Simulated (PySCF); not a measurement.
# Excitation energy of Mn by level of theory

Mn [Ar] 3d5 4s2 (6S) → Mn [Ar] 3d7 (4F), as a difference of total energies. All numbers are calculated (PySCF 2.14, scalar relativity by spin-free X2C-1e, in aug-cc-pVDZ-DK (7s6p4d2f, 59 functions)). Correlated levels: valence: [Ar] frozen. The calculations carry no spin-orbit coupling.

```
           method  excitation energy (cm⁻¹)
              UHF                     72394
    MP2 (valence)                     52605
SCS-MP2 (valence)                     52066
   CCSD (valence)                     55234
CCSD(T) (valence)                     53598
```

The coupled-cluster amplitudes are large for the upper state (T1 above 0.03 or a double amplitude above 0.15), so a single reference is strained.
